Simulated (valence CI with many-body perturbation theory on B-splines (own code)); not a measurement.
Forbidden lines of Pb31+

Method: relativistic CI+MBPT: five valence electrons over a frozen Dirac-Fock core [Kr] 4d10, radial functions for each j: 7 s, 7 p, 7 d, 7 f, 4 g, 2 h, with the one-electron correlation potential Σ1 (screened to all orders), the two-electron term Σ2, the three-electron term Σ3, Breit, model QED; selected single and double excitations, second order for the rest, scaled by the run's own slope (own B-spline code, finite nucleus).

The last digits are not significant, and no measured levels were compared; by estimate large intervals hold to a few tenths of a per cent, small ones and those within an open d or f shell to about a per cent. Among the levels kept, up to 960 cm⁻¹ of a level comes from second order outside the variational space, and about a tenth of that is noise between levels of different J, which matters for small intervals. Only levels of the ground parity were solved; by the run's estimate the other parity begins above the list, which can be wrong where configurations are misplaced.

Lines 1 to 50 of 120 in falling wavelength, among levels below 419220 cm⁻¹, chosen from the decays that carry over 1 % of a level's rate. Wavelengths and rates use the calculated energies. Electric multipoles are in the length gauge, E1 and E2 with the static RPA response of the core. Weak lines are less certain than strong ones. Lines between different terms over intervals too small for the method are left out, as are lines whose strength nearly cancels. Where a level lies close to another of its J and parity, the split of strength between their lines is uncertain. Branching is blank where the lifetime is uncertain.

Levels are named by their leading jj configuration (3d3/2^4 stands for four electrons in 3d with j = 3/2), which in mixed levels can hold well under half, so a name can repeat and another be missing. Letters in brackets count levels of one name in rising energy.

```tsv
λ vac (Å)	Upper	Lower	Type	A (s⁻¹)	Branch %
26730	(4f5/2^4 4f7/2) J=15/2	(4f5/2^4 4f7/2) J=11/2 [a]	E2	7.81e-09	
25680	(4f5/2^4 4f7/2) J=13/2	(4f5/2^4 4f7/2) J=15/2	M1	1.07e+00	5.2
21410	(4f5/2^4 4f7/2) J=1/2	(4f5/2^4 4f7/2) J=3/2 [a]	M1	9.86e+00	99.2
19290	(4f5/2^3 4f7/2^2) J=21/2	(4f5/2^3 4f7/2^2) J=19/2	M1	1.98e+00	100.0
13100	(4f5/2^4 4f7/2) J=13/2	(4f5/2^4 4f7/2) J=11/2 [a]	M1	1.96e+01	94.8
12220	(4f5/2^3 4f7/2^2) J=17/2 [b]	(4f5/2^3 4f7/2^2) J=19/2	M1	8.79e-01	2.6
9847	(4f5/2^3 4f7/2^2) J=17/2 [b]	(4f5/2^3 4f7/2^2) J=15/2 [b]	M1	1.50e+01	44.8
8058	(4f5/2^4 4f7/2) J=5/2	(4f5/2^4 4f7/2) J=7/2 [a]	M1	1.53e+01	1.0
7702	(4f5/2^4 4f7/2) J=11/2 [a]	(4f5/2^3 4f7/2^2) J=9/2 [a]	M1	1.44e+02	100.0
7545	(4f5/2^3 4f7/2^2) J=5/2 [b]	(4f5/2^3 4f7/2^2) J=5/2 [a]	M1	3.91e+01	1.0
7544	(4f5/2^4 4f7/2) J=11/2 [b]	(4f5/2^4 4f7/2) J=9/2 [a]	M1	4.77e+01	7.5
7161	(4f5/2^3 4f7/2^2) J=9/2 [c]	(4f5/2^3 4f7/2^2) J=7/2 [b]	M1	6.82e+01	5.2
6724	(4f5/2^3 4f7/2^2) J=3/2 [b]	(4f5/2^3 4f7/2^2) J=5/2 [b]	M1	6.38e+01	6.9
6654	(4f5/2^3 4f7/2^2) J=7/2 [a]	(4f5/2^3 4f7/2^2) J=9/2 [a]	M1	1.70e+01	1.9
6422	(4f5/2^3 4f7/2^2) J=19/2	(4f5/2^3 4f7/2^2) J=17/2 [a]	M1	9.25e+01	100.0
6238	(4f5/2^4 4f7/2) J=9/2 [a]	(4f5/2^3 4f7/2^2) J=7/2 [a]	M1	1.59e+02	58.6
5948	(4f5/2^3 4f7/2^2) J=17/2 [a]	(4f5/2^3 4f7/2^2) J=15/2 [a]	M1	6.49e+01	4.3
5688	(4f5/2^3 4f7/2^2) J=3/2 [b]	(4f5/2^3 4f7/2^2) J=3/2 [a]	M1	1.20e+01	1.3
5532	(4f5/2^4 4f7/2) J=9/2 [a]	(4f5/2^4 4f7/2) J=11/2 [a]	M1	1.21e+01	4.4
4934	(4f5/2^3 4f7/2^2) J=11/2 [a]	(4f5/2^4 4f7/2) J=9/2 [a]	M1	2.33e+01	1.1
4912	(4f5/2^3 4f7/2^2) J=9/2 [a]	(4f5/2^4 4f7/2) J=7/2 [a]	M1	6.30e+02	100.0
4455	(4f5/2^3 4f7/2^2) J=5/2 [a]	(4f5/2^3 4f7/2^2) J=7/2 [a]	M1	1.62e+02	3.1
4352	(4f5/2^3 4f7/2^2) J=7/2 [a]	(4f5/2^4 4f7/2) J=5/2	M1	5.49e+02	60.5
4220	(4f5/2^4 4f7/2) J=11/2 [b]	(4f5/2^4 4f7/2) J=13/2	M1	1.46e+01	2.3
4210	(4f5/2^3 4f7/2^2) J=17/2 [b]	(4f5/2^3 4f7/2^2) J=17/2 [a]	M1	8.52e+00	25.5
4185	(4f5/2^3 4f7/2^2) J=7/2 [b]	(4f5/2^3 4f7/2^2) J=5/2 [a]	M1	3.87e+02	11.3
4165	(4f5/2^3 4f7/2^2) J=9/2 [c]	(4f5/2^3 4f7/2^2) J=11/2 [a]	M1	1.59e+01	1.2
4071	(4f5/2^3 4f7/2^2) J=15/2 [a]	(4f5/2^4 4f7/2) J=13/2	M1	1.87e+02	15.6
3991	(4f5/2^3 4f7/2^2) J=15/2 [b]	(4f5/2^3 4f7/2^2) J=13/2 [a]	M1	3.64e+02	32.7
3607	(4f5/2^3 4f7/2^2) J=9/2 [c]	(4f5/2^3 4f7/2^2) J=9/2 [b]	M1	1.14e+02	8.8
3556	(4f5/2^3 4f7/2^2) J=3/2 [b]	(4f5/2^3 4f7/2^2) J=5/2 [a]	M1	9.31e+01	10.1
3514	(4f5/2^3 4f7/2^2) J=15/2 [a]	(4f5/2^4 4f7/2) J=15/2	M1	1.02e+03	84.4
3451	(4f5/2^4 4f7/2) J=7/2 [a]	(4f5/2^5) J=5/2	M1	1.41e+03	100.0
3401	(4f5/2^3 4f7/2^2) J=11/2 [b]	(4f5/2^3 4f7/2^2) J=11/2 [a]	M1	2.72e+02	22.8
3343	(4f5/2^3 4f7/2^2) J=13/2 [a]	(4f5/2^4 4f7/2) J=13/2	M1	8.26e+02	53.1
3312	(4f5/2^3 4f7/2^2) J=11/2 [b]	(4f5/2^3 4f7/2^2) J=13/2 [a]	M1	1.22e+01	1.0
3299	(4f5/2^3 4f7/2^2) J=7/2 [b]	(4f5/2^4 4f7/2) J=9/2 [a]	M1	1.45e+02	4.3
3296	(4f5/2^4 4f7/2) J=9/2 [b]	(4f5/2^3 4f7/2^2) J=9/2 [b]	M1	2.61e+02	8.2
3288	(4f5/2^3 4f7/2^2) J=15/2 [b]	(4f5/2^3 4f7/2^2) J=15/2 [a]	M1	1.03e+02	9.3
3224	(4f5/2^3 4f7/2^2) J=9/2 [c]	(4f5/2^4 4f7/2) J=11/2 [b]	M1	4.53e+01	3.5
3220	(4f5/2^4 4f7/2) J=9/2 [a]	(4f5/2^3 4f7/2^2) J=9/2 [a]	M1	2.07e+01	7.6
3192	(4f5/2^4 4f7/2) J=11/2 [b]	(4f5/2^4 4f7/2) J=11/2 [a]	M1	6.00e+01	9.5
3084	(4f5/2^3 4f7/2^2) J=13/2 [b]	(4f5/2^3 4f7/2^2) J=11/2 [a]	M1	4.90e+02	41.1
3069	(4f5/2^3 4f7/2^2) J=9/2 [b]	(4f5/2^3 4f7/2^2) J=7/2 [a]	M1	8.17e+01	1.9
3059	(4f5/2^3 4f7/2^2) J=5/2 [c]	(4f5/2^3 4f7/2^2) J=5/2 [b]	M1	1.34e+02	3.1
3011	(4f5/2^3 4f7/2^2) J=13/2 [b]	(4f5/2^3 4f7/2^2) J=13/2 [a]	M1	1.49e+02	12.5
2973	(4f5/2^4 4f7/2) J=9/2 [b]	(4f5/2^4 4f7/2) J=11/2 [b]	M1	1.55e+02	4.9
2826	(4f5/2^3 4f7/2^2) J=7/2 [a]	(4f5/2^4 4f7/2) J=7/2 [a]	M1	2.86e+02	31.5
2825	(4f5/2^3 4f7/2^2) J=5/2 [c]	(4f5/2^3 4f7/2^2) J=3/2 [a]	M1	9.48e+02	21.7
2801	(4f5/2^3 4f7/2^2) J=5/2 [b]	(4f5/2^3 4f7/2^2) J=7/2 [a]	M1	2.59e+02	6.9
```
